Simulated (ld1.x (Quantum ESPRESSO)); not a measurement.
# Building the TM potential for Mn (Z = 25) (PBE, scalar-relativistic).

* Element: Mn
* Generator: ld1.x (Quantum ESPRESSO) 7.5
* Type: norm-conserving Troullier–Martins (Kleinman–Bylander form)
* Functional: PBE
* Relativity: scalar-relativistic
* Frozen core: [Ar]
* Valence charge: 7
* Reference configuration: 3d5 4s2 4p0
* Partial waves: 4s (bound): rc 2.70 bohr; 4p (bound, empty): rc 2.55 bohr; 3d (bound): rc 0.90 bohr
* Local potential: all-electron potential smoothed inside 0.85 bohr (lloc = -2)
* Core correction: none

All-electron outer shells of the reference configuration (PBE, scalar-relativistic, ld1.x):

| shell | level (eV) | outermost node (bohr) | outermost maximum (bohr) |
| --- | --- | --- | --- |
| 3s | -85.88 | 0.34 | 0.74 |
| 3p | -54.59 | 0.31 | 0.75 |
| 3d | -6.77 | – | 0.76 |
| 4s | -5.11 | 1.05 | 2.51 |
| 4p | -1.37 | 1.16 | 3.43 |

(1) Estimate the cutoffs (Ry, on a coarse ladder) from which the occupation-weighted sum of valence levels, in a spherical-Bessel basis at the reference potential, stays within 10 and 1 mRy of its value at 400 Ry.

(2) What does a ghost test show?

(3) Which valence shell sets the plane-wave cutoff?

Results:

(1) 200 Ry and 260 Ry.

(2) Ghost states, extra bound levels that the all-electron valence spectrum of the same l lacks: s at -113.1 eV, p at -17.2 eV. A true bound ghost makes a file unfit for plane-wave use.

(3) 3d: its level needs 230 Ry to come within 1 mRy, against 15 Ry for 4s.

Its largest configuration-test error is +190 meV (3d4 4s0 4p0). 1 of 7 tests not solved or not reliable. Not counted: 3d4 4s2 4p1 (solver errors, printed error -2.9 eV).
